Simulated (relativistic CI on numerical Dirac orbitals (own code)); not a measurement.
**Energy levels of Gd45+**

These numbers are calculated, not measured: Dirac-Coulomb-Breit CI, KLI orbitals optimised for each configuration, model QED (radiative potential, 1s self-energy scaled to tabulated hydrogen-like ionisation energies), unscaled Slater integrals (own radial code, finite nucleus).

CI space (outside the closed core [Ne]): 3s2 3p6 3d, 3s2 3p5 3d2, 3s 3p6 3d2, 3s2 3p6 4s, 3s2 3p6 4p, 3s2 3p6 4d, 3s2 3p5 3d 4s, 3s2 3p6 4f, 3s2 3p5 3d 4p, 3p6 3d3, 3p5 3d4, 3p5 3d3 4s. Double excitations out of closed p, d and f shells are left out; levels of such configurations are missing from the list, as are those of other unlisted configurations, and high levels can miss mixing partners. These lack a partner that the ground configuration has and come out too high: 3s2 3p5 3d 4p.

The lowest level is 3s2 3p6 3d 2D_3/2, with 100 % of that term; Hund's rules for 3s2 3p6 3d give 2D with J = 3/2, in agreement.

| No. | Configuration | Term | J | E (eV) | % | Next component (%) | Landé g | jj configuration (%) |
| --- | --- | --- | --- | --- | --- | --- | --- | --- |
| 1 | 3s2 3p6 3d | 2D | 3/2 | 0.00 | 100 |  | 0.790 | 3d3/2 (100) |
| 2 | 3s2 3p6 3d | 2D | 5/2 | 38.79 | 100 |  | 1.192 | 3d5/2 (100) |
| 3 | 3s2 3p5 3d2 | 4D° | 1/2 | 207.95 | 87 | 12 2P° | 0.101 | 3p3/2^3 3d3/2^2 (89) |
| 4 | 3s2 3p5 3d2 | 4D° | 3/2 | 208.01 | 46 | 24 4F° | 0.977 | 3p3/2^3 3d3/2^2 (97) |
| 5 | 3s2 3p5 3d2 | 4F° | 5/2 | 213.87 | 36 | 21 2D° | 1.014 | 3p3/2^3 3d3/2^2 (95) |
| 6 | 3s2 3p5 3d2 | 4G° | 7/2 | 216.82 | 34 | 33 2G° | 1.011 | 3p3/2^3 3d3/2^2 (98) |
| 7 | 3s2 3p5 3d2 | 4P° | 3/2 | 233.82 | 29 | 25 2P° | 1.351 | 3p3/2^3 3d3/2^2 (91) |
| 8 | 3s2 3p5 3d2 | 4D° | 5/2 | 242.46 | 50 | 21 2F° | 1.261 | 3p3/2^3 3d3/2 3d5/2 (98) |
| 9 | 3s2 3p5 3d2 | 4G° | 9/2 | 246.72 | 71 | 17 2G° | 1.171 | 3p3/2^3 3d3/2 3d5/2 (99) |
| 10 | 3s2 3p5 3d2 | 4F° | 7/2 | 248.44 | 43 | 38 4D° | 1.264 | 3p3/2^3 3d3/2 3d5/2 (93) |
| 11 | 3s2 3p5 3d2 | 4D° | 3/2 | 251.77 | 42 | 35 2D° | 1.069 | 3p3/2^3 3d3/2 3d5/2 (92) |
| 12 | 3s2 3p5 3d2 | 4P° | 5/2 | 253.65 | 44 | 30 2F° | 1.239 | 3p3/2^3 3d3/2 3d5/2 (97) |
| 13 | 3s2 3p5 3d2 | 2H° | 11/2 | 255.43 | 57 | 43 4G° | 1.161 | 3p3/2^3 3d3/2 3d5/2 (94) |
| 14 | 3s2 3p5 3d2 | 2G° | 7/2 | 256.87 | 42 | 32 2F° | 1.083 | 3p3/2^3 3d3/2 3d5/2 (98) |
| 15 | 3s2 3p5 3d2 | 4P° | 1/2 | 262.12 | 34 | 28 2S° | 1.638 | 3p3/2^3 3d3/2 3d5/2 (98) |
| 16 | 3s2 3p5 3d2 | 2F° | 7/2 | 265.66 | 40 | 30 4D° | 1.162 | 3p3/2^3 3d3/2 3d5/2 (95) |
| 17 | 3s2 3p5 3d2 | 4D° | 5/2 | 267.51 | 45 | 39 2D° | 1.237 | 3p3/2^3 3d3/2 3d5/2 (97) |
| 18 | 3s2 3p5 3d2 | 2G° | 9/2 | 269.74 | 54 | 28 4F° | 1.134 | 3p3/2^3 3d3/2 3d5/2 (92) |
| 19 | 3s2 3p5 3d2 | 2D° | 3/2 | 269.97 | 31 | 30 4S° | 1.385 | 3p3/2^3 3d3/2 3d5/2 (96) |
| 20 | 3s2 3p5 3d2 | 2D° | 3/2 | 284.26 | 39 | 29 4F° | 0.857 | 3p3/2^3 3d3/2 3d5/2 (88) |
| 21 | 3s2 3p5 3d2 | 4G° | 11/2 | 286.97 | 57 | 43 2H° | 1.186 | 3p3/2^3 3d5/2^2 (94) |
| 22 | 3s2 3p5 3d2 | 2D° | 5/2 | 291.16 | 42 | 35 2F° | 1.048 | 3p3/2^3 3d5/2^2 (51) |
| 23 | 3s2 3p5 3d2 | 2F° | 5/2 | 292.98 | 64 | 15 2D° | 1.006 | 3p3/2^3 3d5/2^2 (52) |
| 24 | 3s2 3p5 3d2 | 2G° | 9/2 | 296.16 | 49 | 36 4F° | 1.154 | 3p3/2^3 3d5/2^2 (91) |
| 25 | 3s2 3p5 3d2 | 2P° | 1/2 | 296.95 | 72 | 16 4D° | 0.802 | 3p3/2^3 3d3/2 3d5/2 (61) |
| 26 | 3s2 3p5 3d2 | 2F° | 7/2 | 297.65 | 52 | 38 4D° | 1.224 | 3p3/2^3 3d5/2^2 (96) |
| 27 | 3s2 3p5 3d2 | 2P° | 1/2 | 305.19 | 53 | 30 2S° | 1.039 | 3p3/2^3 3d5/2^2 (71) |
| 28 | 3s2 3p5 3d2 | 2F° | 7/2 | 317.75 | 37 | 32 2G° | 1.133 | 3p3/2^3 3d5/2^2 (90) |
| 29 | 3s2 3p5 3d2 | 2P° | 3/2 | 323.91 | 53 | 27 2D° | 1.264 | 3p3/2^3 3d5/2^2 (97) |
| 30 | 3s2 3p5 3d2 | 2D° | 5/2 | 330.35 | 45 | 20 4D° | 1.165 | 3p3/2^3 3d5/2^2 (85) |
| 31 | 3s2 3p5 3d2 | 2P° | 3/2 | 333.81 | 54 | 14 4D° | 1.350 | 3p3/2^3 3d5/2^2 (88) |
| 32 | 3s2 3p5 3d2 | 2F° | 5/2 | 387.50 | 46 | 45 4G° | 0.749 | 3p1/2 3p3/2^4 3d3/2^2 (96) |
| 33 | 3s2 3p5 3d2 | 4G° | 7/2 | 418.58 | 47 | 24 2G° | 1.012 | 3p1/2 3p3/2^4 3d3/2 3d5/2 (99) |
| 34 | 3s2 3p5 3d2 | 2D° | 5/2 | 421.48 | 30 | 20 4F° | 1.054 | 3p1/2 3p3/2^4 3d3/2 3d5/2 (98) |
| 35 | 3s2 3p5 3d2 | 2P° | 1/2 | 423.35 | 55 | 33 4D° | 0.611 | 3p1/2 3p3/2^4 3d3/2^2 (92) |
| 36 | 3s2 3p5 3d2 | 2D° | 3/2 | 424.06 | 44 | 27 4D° | 0.900 | 3p1/2 3p3/2^4 3d3/2 3d5/2 (74) |
| 37 | 3s2 3p5 3d2 | 4P° | 1/2 | 428.34 | 43 | 30 2S° | 1.754 | 3p1/2 3p3/2^4 3d3/2 3d5/2 (99) |
| 38 | 3s2 3p5 3d2 | 2H° | 9/2 | 430.02 | 44 | 37 2G° | 1.040 | 3p1/2 3p3/2^4 3d3/2 3d5/2 (96) |
| 39 | 3s2 3p5 3d2 | 2D° | 3/2 | 431.03 | 52 | 18 4D° | 1.020 | 3p1/2 3p3/2^4 3d3/2^2 (70) |
| 40 | 3s2 3p5 3d2 | 2F° | 7/2 | 453.03 | 46 | 38 4D° | 1.250 | 3p1/2 3p3/2^4 3d3/2 3d5/2 (55) |
| 41 | 3s2 3p5 3d2 | 2D° | 5/2 | 457.73 | 52 | 18 2F° | 1.143 | 3p1/2 3p3/2^4 3d3/2 3d5/2 (93) |
| 42 | 3s2 3p5 3d2 | 2F° | 7/2 | 462.91 | 47 | 35 2G° | 1.071 | 3p1/2 3p3/2^4 3d5/2^2 (56) |
| 43 | 3s2 3p5 3d2 | 2P° | 3/2 | 463.59 | 52 | 20 4D° | 1.191 | 3p1/2 3p3/2^4 3d3/2 3d5/2 (82) |
| 44 | 3s2 3p5 3d2 | 2G° | 9/2 | 466.09 | 43 | 25 2H° | 1.095 | 3p1/2 3p3/2^4 3d5/2^2 (96) |
| 45 | 3s2 3p5 3d2 | 2P° | 3/2 | 468.52 | 35 | 24 4S° | 1.479 | 3p1/2 3p3/2^4 3d5/2^2 (86) |
| 46 | 3s2 3p5 3d2 | 2F° | 5/2 | 471.71 | 37 | 35 2D° | 1.102 | 3p1/2 3p3/2^4 3d5/2^2 (99) |
| 47 | 3s2 3p5 3d2 | 2P° | 1/2 | 492.23 | 82 | 13 4D° | 0.656 | 3p1/2 3p3/2^4 3d5/2^2 (96) |
| 48 | 3s 3p6 3d2 | 4F | 3/2 | 559.72 | 83 | 16 2D | 0.468 | 3s 3d3/2^2 (96) |
| 49 | 3s 3p6 3d2 | 4F | 5/2 | 566.99 | 58 | 20 2D | 1.042 | 3s 3d3/2^2 (91) |
| 50 | 3s 3p6 3d2 | 4P | 1/2 | 582.97 | 70 | 22 2S | 2.350 | 3s 3d3/2^2 (91) |
| 51 | 3s 3p6 3d2 | 4F | 7/2 | 596.30 | 92 | 6 2F | 1.217 | 3s 3d3/2 3d5/2 (97) |
| 52 | 3s 3p6 3d2 | 4F | 5/2 | 602.03 | 36 | 31 4P | 1.214 | 3s 3d3/2 3d5/2 (94) |
| 53 | 3s 3p6 3d2 | 4P | 3/2 | 606.22 | 87 | 9 2D | 1.593 | 3s 3d3/2 3d5/2 (99) |
| 54 | 3s 3p6 3d2 | 4F | 9/2 | 609.03 | 53 | 47 2G | 1.220 | 3s 3d3/2 3d5/2 (88) |
| 55 | 3s 3p6 3d2 | 2F | 5/2 | 613.59 | 63 | 29 4P | 1.086 | 3s 3d3/2 3d5/2 (96) |
| 56 | 3s 3p6 3d2 | 2G | 7/2 | 618.45 | 76 | 24 2F | 0.942 | 3s 3d3/2 3d5/2 (100) |
| 57 | 3s 3p6 3d2 | 2D | 3/2 | 618.46 | 45 | 35 2P | 1.018 | 3s 3d3/2 3d5/2 (90) |
| 58 | 3s 3p6 3d2 | 2P | 1/2 | 625.46 | 77 | 18 4P | 1.089 | 3s 3d3/2 3d5/2 (92) |
| 59 | 3s 3p6 3d2 | 2G | 9/2 | 640.27 | 53 | 47 4F | 1.207 | 3s 3d5/2^2 (88) |
| 60 | 3s 3p6 3d2 | 2D | 5/2 | 648.62 | 54 | 36 4P | 1.308 | 3s 3d5/2^2 (99) |
| 61 | 3s 3p6 3d2 | 2F | 7/2 | 654.45 | 70 | 22 2G | 1.086 | 3s 3d5/2^2 (97) |
| 62 | 3s 3p6 3d2 | 2P | 3/2 | 659.88 | 64 | 31 2D | 1.155 | 3s 3d5/2^2 (92) |
| 63 | 3s 3p6 3d2 | 2S | 1/2 | 674.41 | 73 | 15 2P | 1.868 | 3s 3d5/2^2 (96) |
| 64 | 3p6 3d3 | 4F | 3/2 | 1148.04 | 53 | 35 2D | 0.664 | 3d3/2^3 (96) |
| 65 | 3p6 3d3 | 4F | 5/2 | 1178.52 | 86 | 13 2D | 1.046 | 3d3/2^2 3d5/2 (98) |
| 66 | 3p6 3d3 | 4P | 3/2 | 1185.14 | 40 | 30 2P | 1.211 | 3d3/2^2 3d5/2 (97) |
| 67 | 3p6 3d3 | 2G | 7/2 | 1186.95 | 45 | 42 4F | 1.059 | 3d3/2^2 3d5/2 (93) |
| 68 | 3p6 3d3 | 2G | 9/2 | 1187.55 | 42 | 42 2H | 1.053 | 3d3/2^2 3d5/2 (98) |
| 69 | 3p6 3d3 | 4P | 1/2 | 1189.80 | 61 | 39 2P | 1.877 | 3d3/2^2 3d5/2 (99) |
| 70 | 3p6 3d3 | 4P | 5/2 | 1207.74 | 49 | 32 2D | 1.326 | 3d3/2^2 3d5/2 (86) |

Energies count from the lowest computed level; ° marks odd parity. Filled j subshells are mostly left out of the jj labels.

The mean weight of the leading LS term, summed over parents, in these 70 levels is 54 %, and that of the leading jj configuration (from the same eigenvectors) 91 %, so jj coupling describes them better and the LS labels are nominal.

At this charge energies of transitions that change n are usually good to better than 1 %, and those within a shell (Δn = 0) to a few per cent.

LS names give the leading component of a level, which can be under half, so a name can repeat, a term be missing and a line seem to break the LS rules.
